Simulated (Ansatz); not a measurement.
Breaking the Be1–F2 bond in BeF2 (SMILES [F][Be][F]) (multiplicity 1 held, fragments rigid). Energies count from the point at 1.381 Å.
Geometry at that point (charge 0, multiplicity 1):
| atom | x (Å) | y (Å) | z (Å) |
|---|---|---|---|
| Be | 0.0000 | 0.0000 | 0.0000 |
| F | 0.0000 | 0.0000 | -1.3812 |
| F | 0.0000 | 0.0000 | 1.3812 |

R- and RO- levels are restricted; in cc, def2 and unpolarised 6-31G sets they are followed outwards from rest. U- levels take the lowest unrestricted solution at each point, which mixes spins at long bonds. Levels need not reach the same state.

Cores are frozen in the correlated methods.

Run with Ansatz (a quantum-chemistry and plane-wave program) with Gaussian orbitals. Each number belongs to the level named beside it.

Energies in kcal/mol.

```
R (Å)  U-HF/aug-cc-pVDZ  R-MP2/aug-cc-pVDZ  U-MP2/aug-cc-pVDZ  R-SCS-MP2/aug-cc-pVDZ  R-CCSD(T)/aug-cc-pVDZ
-----  ----------------  -----------------  -----------------  ---------------------  ---------------------
1.105              60.6               67.3               67.3                   67.0                   66.7
1.243              12.3               15.4               15.4                   15.3                   15.2
1.381               0.0                0.0                0.0                    0.0                    0.0
1.519               5.2                2.4                2.4                    2.5                    2.6
1.657              18.5               13.2               13.2                   13.5                   13.7
1.865              43.9               35.3               35.3                   35.6                   36.0
2.072              69.5               58.2               58.2                   58.6                   59.0
2.417             105.8               92.3              113.4                   92.7                   92.9
2.762             116.8              119.8              150.4                  120.3                  119.1
3.177             120.3              145.1              161.0                  145.6                  138.7
3.729             121.5              169.0              164.4                  169.4                  120.3
4.420             121.8              186.7              165.3                  186.9                 -149.8
```

Doubts at one or more of the structures used: a spin-contaminated determinant (U-HF/aug-cc-pVDZ, U-MP2/aug-cc-pVDZ); a restricted determinant that unrestricted orbitals would lower (R-MP2/aug-cc-pVDZ, R-SCS-MP2/aug-cc-pVDZ, R-CCSD(T)/aug-cc-pVDZ); T1 above 0.05 (R-CCSD(T)/aug-cc-pVDZ); other coupled-cluster roots lie near (R-CCSD(T)/aug-cc-pVDZ).
